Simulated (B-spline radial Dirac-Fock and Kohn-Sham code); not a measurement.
**Tb¹²⁺: eigenvalues, ΔSCF and the reference**

System: the Tb¹²⁺ ion, [Kr] 4d10 4f5 5s2.

The density-functional columns are spherical, spin-unpolarised Dirac-Kohn-Sham results without Breit or QED terms: −ε is minus the orbital energy of the initial state and ΔSCF the difference of two total energies. The reference in the last column comes from Dirac-Fock (average of configuration) total-energy differences with a finite nucleus, the Breit interaction including its frequency dependence, and self-energy and vacuum-polarisation corrections. All numbers are from a radial finite-basis atomic code, in eV; a selection of levels is shown. The Kohn-Sham columns are given as differences from the reference. For the 1s level of heavy atoms much of the gap between ΔSCF and the reference is the Breit and QED part, -227.0 eV here; for other levels the error of the functional can be larger.

| level | LDA −ε − DF | LDA ΔSCF − DF | Dirac-Fock |
| --- | --- | --- | --- |
| 1s | -261.0 | +214.0 | 52244.0 |
| 2s | -153.1 | -60.3 | 8963.4 |
| 2p1/2 | -113.8 | +2.0 | 8501.9 |
| 2p3/2 | -121.6 | -17.2 | 7764.0 |
| 3s | -80.5 | -47.0 | 2217.9 |
| 3p1/2 | -65.0 | -29.8 | 2018.1 |
| 3p3/2 | -64.0 | -30.8 | 1863.2 |
| 3d3/2 | -44.0 | -6.1 | 1524.3 |
| 3d5/2 | -44.7 | -7.5 | 1491.4 |
| 4s | -40.8 | -23.0 | 645.6 |
| 4p1/2 | -32.7 | -15.1 | 564.8 |
| 4p3/2 | -32.6 | -15.6 | 529.1 |
| 4d3/2 | -19.4 | -2.8 | 395.2 |
| 4d5/2 | -19.5 | -3.1 | 388.7 |
| 4f | -12.4 | +3.0 | 234.3 |
| 5s | -3.6 | +6.3 | 241.6 |

Values without a named source are computed, but for edge energies of neutral atoms, which are taken from tables.
